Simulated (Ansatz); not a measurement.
Calculated with Ansatz (gas phase, PBE0-D4/def2-TZVP geometries, no zero-point term in ΔE). CBS: MP2 limit from def2 TZ/QZ plus the TZ coupled-cluster correction, frozen cores. DFT in def2-TZVPP. Elements past krypton have def2 core potentials. For Sn outer-core shells are correlated without core-valence functions, which leaves a few kJ/mol of doubt a bond. Each species was taken in one conformer, which may not be the lowest.

`CCCC(C)CC` + `[CH3][SnH]([OH])[F]` → `CC[O][SnH]([CH3])[F]` + `CCCCC`  (substitution at a C–C bond)

`CCCC(C)CC`:

Z-matrix (Å, degrees):
```
C
C 1 1.519
H 1 1.094 2 111.0
H 1 1.094 2 111.1 3 -119.5
H 1 1.093 2 111.7 3 120.2
C 2 1.520 1 112.5 3 59.8
H 2 1.094 1 109.2 3 -62.7
H 2 1.097 1 109.6 3 -178.6
C 6 1.527 2 115.4 1 175.7
H 6 1.099 2 109.3 1 -61.2
H 6 1.097 2 108.5 1 53.7
C 9 1.523 6 111.8 2 63.2
C 9 1.528 6 109.9 2 -172.1
H 9 1.100 6 107.6 2 -55.3
H 12 1.095 9 110.4 6 61.5
H 12 1.091 9 111.8 6 -58.4
H 12 1.092 9 111.8 6 -178.5
C 13 1.519 9 114.9 6 172.4
H 13 1.096 9 108.3 6 50.4
H 13 1.097 9 108.7 6 -64.3
H 18 1.092 13 111.0 9 -175.5
H 18 1.092 13 112.1 9 64.6
H 18 1.094 13 111.0 9 -55.8
```

`[CH3][SnH]([OH])[F]`:

Cartesian coordinates in Å:
```
C 0.959 0.504 -0.862
Sn -0.740 0.161 0.359
O -0.340 -1.020 1.864
F -1.935 -0.861 -0.757
H 0.689 1.151 -1.696
H 1.749 0.972 -0.276
H 1.309 -0.453 -1.248
H -1.635 1.445 1.014
H -0.056 -1.899 1.601
```

`CC[O][SnH]([CH3])[F]`:

```xyz
15

C    -0.823   -2.270    0.261
C    -1.438   -0.898    0.431
O    -0.800    0.098   -0.340
Sn    1.027    0.700   -0.008
C     1.165    2.592   -0.938
F     1.085    0.964    1.903
H     0.204   -2.299    0.638
H    -0.810   -2.558   -0.793
H    -1.396   -3.018    0.816
H    -1.443   -0.620    1.493
H    -2.483   -0.919    0.101
H     2.183   -0.521   -0.289
H     0.490    2.609   -1.794
H     2.184    2.794   -1.266
H     0.855    3.348   -0.216
```

`CCCCC`:

Z-matrix (Å, degrees):
```
C
C 1 1.519
H 1 1.094 2 111.1
H 1 1.092 2 111.7 3 -120.2
H 1 1.094 2 111.1 3 119.5
C 2 1.521 1 112.7 3 -60.0
H 2 1.095 1 109.3 3 62.5
H 2 1.097 1 109.6 3 178.4
C 6 1.523 2 114.5 1 -177.1
H 6 1.098 2 109.2 1 60.1
H 6 1.096 2 108.6 1 -55.0
C 9 1.521 6 114.1 2 -65.1
H 9 1.095 6 108.8 2 172.9
H 9 1.097 6 109.1 2 57.7
H 12 1.092 9 111.9 6 63.4
H 12 1.094 9 110.9 6 -56.8
H 12 1.092 9 111.2 6 -176.6
```

CCSD(T)/CBS gives +49.1 kJ/mol.

Question: Another level gave +42.3 kJ/mol. Which?
A. MP2/def2-TZVPP
B. HF/def2-TZVPP
C. r2SCAN/def2-TZVPP
D. SCS-MP2/def2-TZVPP

Answer: C. r2SCAN 42.3, SCS-MP2/def2-TZVPP 48.2, MP2/def2-TZVPP 54.8, HF/def2-TZVPP 32.0 kJ/mol.

Largest T1 diagnostic among the species: 0.013.

The D4 term adds +3.5 kJ/mol with B3LYP and +2.1 kJ/mol with PBE0; it sums over pairs of atoms, weighted by their polarisabilities, and B3LYP, whose exchange is more repulsive, gets the larger term. From PBE to PBE0 (25 % exact exchange), in def2-TZVPP and without D4, ΔE moves by +3.2 kJ/mol.

B3LYP here is the variant with VWN-RPA as its local correlation; programs differ in this.
